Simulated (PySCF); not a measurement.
C₄H₆OSSi.
Bonds: Si1–O2, O2–C3, C3–C4 (aromatic), C4–C5 (aromatic), C5–C6 (aromatic), C6–S7 (aromatic), C3–S7 (aromatic). Hydrogens: H8, H9, H10 on Si1; H11 on C4; H12 on C5; H13 on C6.

The same species was optimised twice, with GFN2-xTB and with PBE0-D3(BJ)/def2-SVP (PySCF), and the same property calculations (PySCF, gas phase) were run on both structures.

```
      coordinate  GFN2-xTB  PBE0-D3(BJ)/def2-SVP  change
      Si1–O2 (Å)     1.634                 1.685  +0.051
       C5–C6 (Å)     1.354                 1.367  +0.013
       O2–C3 (Å)     1.326                 1.338  +0.012
       C4–C5 (Å)     1.414                 1.424  +0.010
       C3–C4 (Å)     1.361                 1.370  +0.009
       C3–S7 (Å)     1.741                 1.745  +0.004
       C6–S7 (Å)     1.726                 1.726   0.000
   Si1–O2–C3 (°)     131.5                 128.4    -3.1
    C3–S7–C6 (°)      90.9                  91.5    +0.6
    C3–C4–C5 (°)     112.6                 112.1    -0.5
    C5–C6–S7 (°)     111.9                 111.4    -0.5
    O2–C3–C4 (°)     126.7                 126.2    -0.5
    O2–C3–S7 (°)     121.9                 122.3    +0.4
    C4–C5–C6 (°)     113.2                 113.5    +0.3
    C4–C3–S7 (°)     111.4                 111.5    +0.1
Si1–O2–C3–C4 (°)       174                   171      -3
```

Rotational constants: A = 4813, B = 1222, C = 986.1 MHz (GFN2-xTB) against A = 4723, B = 1211, C = 976.5 MHz (PBE0-D3(BJ)/def2-SVP). Atoms that the bonding makes alike are paired by their places after alignment.

On the GFN2-xTB structure: lowest singlet, TDDFT (eV) 5.14 [wB97X-D/def2-SVPD]; lowest triplet, Tamm–Dancoff (eV) 3.66 [wB97X-D/def2-SVPD]; isotropic polarisability (au) 91.1 [wB97X-D/def2-SVPD]; HOMO (eV) -8.05 [wB97X-D/def2-SVPD]; LUMO (eV) 1.38 [wB97X-D/def2-SVPD]; dipole (D) 0.42 [wB97X-D/def2-SVPD]; HOMO (eV) -6.26 [PBE0/pcSseg-1]; LUMO (eV) -0.32 [PBE0/pcSseg-1]; dipole (D) 0.63 [PBE0/pcSseg-1]; GIAO shielding of Si1 (ppm) 385.5 [PBE0/pcSseg-1]; GIAO shielding of O2 (ppm) 245.5 [PBE0/pcSseg-1]; GIAO shielding of C3 (ppm) 17.8 [PBE0/pcSseg-1]; GIAO shielding of C4 (ppm) 74.7 [PBE0/pcSseg-1]; GIAO shielding of C5 (ppm) 56.6 [PBE0/pcSseg-1]; GIAO shielding of C6 (ppm) 68.4 [PBE0/pcSseg-1]; GIAO shielding of S7 (ppm) 324.1 [PBE0/pcSseg-1].

**Question.** What do these properties become on the PBE0-D3(BJ)/def2-SVP structure?

**Answer.** 
```tsv
property	level	on GFN2-xTB	on PBE0-D3(BJ)/def2-SVP	change
lowest singlet, TDDFT (eV)	wB97X-D/def2-SVPD	5.14	5.14	0.00
lowest triplet, Tamm–Dancoff (eV)	wB97X-D/def2-SVPD	3.66	3.60	-0.06
isotropic polarisability (au)	wB97X-D/def2-SVPD	91.1	93.2	+2.1
HOMO (eV)	wB97X-D/def2-SVPD	-8.05	-8.04	+0.01
LUMO (eV)	wB97X-D/def2-SVPD	1.38	1.39	+0.01
dipole (D)	wB97X-D/def2-SVPD	0.42	0.49	+0.07
energy, GFN2-xTB geometry as zero (kcal/mol)	wB97X-D/def2-SVPD	0.0	-3.3	-3.3
HOMO (eV)	PBE0/pcSseg-1	-6.26	-6.25	+0.01
LUMO (eV)	PBE0/pcSseg-1	-0.32	-0.28	+0.04
dipole (D)	PBE0/pcSseg-1	0.63	0.66	+0.03
energy, GFN2-xTB geometry as zero (kcal/mol)	PBE0/pcSseg-1	0.0	-2.5	-2.5
GIAO shielding of Si1 (ppm)	PBE0/pcSseg-1	385.5	381.4	-4.1
GIAO shielding of O2 (ppm)	PBE0/pcSseg-1	245.5	241.1	-4.4
GIAO shielding of C3 (ppm)	PBE0/pcSseg-1	17.8	14.7	-3.1
GIAO shielding of C4 (ppm)	PBE0/pcSseg-1	74.7	72.5	-2.2
GIAO shielding of C5 (ppm)	PBE0/pcSseg-1	56.6	53.9	-2.7
GIAO shielding of C6 (ppm)	PBE0/pcSseg-1	68.4	66.9	-1.5
GIAO shielding of S7 (ppm)	PBE0/pcSseg-1	324.1	317.0	-7.1
```

The heavy atoms differ by 0.031 Å rms after alignment (one structure mirrored). Among bonds between heavy atoms Si1–O2 changes most (+0.051 Å). Changes are differences of the printed values. Neither structure is proved a minimum here.

Conformer computed: `[SiH3:1][O:2][c:3]1[cH:4][cH:5][cH:6][s:7]1`: Si1–O2–C3–C4 171°.

The pairwise dispersion term of wB97X-D wasn't added to the energies; at a given geometry it leaves orbitals and properties as they are.
